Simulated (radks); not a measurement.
Values are calculated unless marked as measured or tabulated.
Isoelectronic series with 5 electrons, all held in the configuration [He] 2s2 2p1, which need not be the ground one along the series. Level of theory: Dirac Kohn-Sham, PBE, spin-unpolarised, spherical densities, finite nucleus; open shells fill j = l - 1/2 first; Fermi nuclear charge, rms radius of each element as measured or else 0.836 A^(1/3) + 0.57 fm (a radial shooting solver on a logarithmic mesh with Libxc functionals). Total energies (hartree) and mean radii <r> (bohr) (* marks an orbital that is empty in some or all of the ions):

ion    E (hartree)   2p3/2*    2p1/2   2s1/2    1s1/2
B        -24.60328    2.302    2.301   1.952   0.3294
Ne5+    -116.06736   0.6677   0.6666  0.7347   0.1573
P10+    -276.86349   0.3983   0.3968  0.4536   0.1030
Ca15+   -507.66798   0.2842   0.2822  0.3276  0.07639
Mn20+   -809.50615   0.2209   0.2185  0.2558  0.06057
Zn25+  -1183.74838   0.1806   0.1777  0.2093  0.05006
Br30+  -1632.13787   0.1526   0.1493  0.1766  0.04255
Zr35+  -2156.83268   0.1321   0.1283  0.1524  0.03690
Rh40+  -2760.45000   0.1163   0.1120  0.1336  0.03249
Sn45+  -3446.14583   0.1039  0.09910  0.1185  0.02894
Cs50+   -4217.6888  0.09374  0.08848  0.1062  0.02601
